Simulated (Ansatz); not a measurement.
aziridine (C2H5N), singlet, geometry from GFN2-xTB; B3LYP/6-31G* (Ansatz, a program for electronic structure).

Input for Ansatz:
Ansatz 0.2 input:
```yaml
crystal:
  periodic: [false, false, false]
  atoms:
    - {symbol: C, position_ang: [-0.04252334, -0.38733500, 0.73947652]}
    - {symbol: N, position_ang: [-0.01011255, 0.85146718, -0.00126732]}
    - {symbol: C, position_ang: [-0.05037456, -0.38962699, -0.73777732]}
    - {symbol: H, position_ang: [0.89670534, 1.30833644, -0.00679566]}
    - {symbol: H, position_ang: [-0.96703575, -0.57186181, 1.26898429]}
    - {symbol: H, position_ang: [-0.98045991, -0.57578070, -1.25685328]}
    - {symbol: H, position_ang: [0.84619301, -0.72763722, 1.25923727]}
    - {symbol: H, position_ang: [0.83277259, -0.73155502, -1.26589656]}
basis:
  gaussian:
    orbitals: 6-31G*
hamiltonian:
  xc: b3lyp
```

Task: What does Ansatz print? Leave out banner, timings and long lists.

Result: 
```
Functional definition: B3LYP
587 factors; integrals over basis functions are off by at most 7.1e-4 eV
mean field evaluation 1: about -3639.3170 eV, gradient 4.6e1 eV
mean field evaluation 2: about -3636.4684 eV, gradient 5.9e1 eV
mean field evaluation 4: about -3644.0908 eV, gradient 2.6e0 eV
mean field evaluation 8: about -3644.0970 eV, gradient 1.8e-2 eV
mean field -3644.09695862 eV, -133.9180931717 hartree, gradient 1.4e-5 eV, S^2 0.000000; 0 other end points of the search recorded, 0 dependent functions left out
reference -3644.09711172 eV, -133.9180987978 hartree; 12, 12 occupied and 43, 43 virtual orbitals, 587 factors
Total energy: -3644.09711172 eV, -133.9180987978 hartree
```
